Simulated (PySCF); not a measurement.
# Correlation energy of As²⁺ (arsenic, charge +2)

[Ar] 3d10 4s2 4p1, 2P determinant. Calculation: PySCF 2.14, in x2c-QZVPPall (11s8p5d4f1g, 97 functions); scalar relativity by spin-free X2C-1e. Frozen: [Ar] 3d10; 3 electrons correlated.

```tsv
level	correlation energy (mhartree)
CCSD	-55.76
(T)	-0.79
CCSD(T)	-56.55
```

Diagnostics: T1 = 0.0088, D1 = 0.0199, largest double amplitude 0.095.

Cost of the coupled-cluster step: roughly 18 core-seconds, for 3 correlated electrons.
